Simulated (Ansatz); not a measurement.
CHF (SMILES [CH]F) moved off its minimum; all values from Ansatz (a first-principles code), cores frozen in correlated methods.
(charge 0, multiplicity 1)
```xyz
3

C     -0.5221     0.5373    -0.0028
F      0.4497    -0.2214     0.0102
H     -1.3468    -0.1909    -0.0644
```

Forces at r2SCAN/def2-TZVPP (eV/Å):

```
atom      Fx      Fy      Fz
----  ------  ------  ------
C1    -2.667   2.555  -0.018
F2     3.768  -2.318   0.073
H3    -1.101  -0.237  -0.055
```

Give the forces (eV/Å), the total energy and the dipole at CCSD(T)/aug-cc-pVTZ.


```csv
atom,Fx,Fy,Fz
C1,-3.034,2.582,-0.033
F2,4.030,-2.483,0.078
H3,-0.997,-0.098,-0.046
```
Energy -138.2333 hartree, dipole 1.49 D.

Doubts at one or more of the structures used: a restricted determinant that unrestricted orbitals would lower (CCSD(T)/aug-cc-pVTZ).
